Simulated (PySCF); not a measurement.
# Electron correlation in Se⁺ (selenium, charge +1)

[Ar] 3d10 4s2 4p2 5s1, high-spin 4P determinant (an excited configuration). All numbers are calculated (PySCF 2.14, scalar relativity through the core potential, in aug-cc-pVTZ-PP with ECP10MDF). Frozen: 3s2 3p6 3d10; 5 electrons correlated.

```
  level  correlation energy (mhartree)
   CCSD                         -86.25
    (T)                          -2.58
CCSD(T)                         -88.83
```

Diagnostics: T1 = 0.015, D1 = 0.0433, largest double amplitude 0.088.

The outer electron is Rydberg-like, and this basis confines it to a smaller radius and binds it less than a complete one would.

Cost of the coupled-cluster step: of the order of 1.3 core-seconds, for 5 correlated electrons.
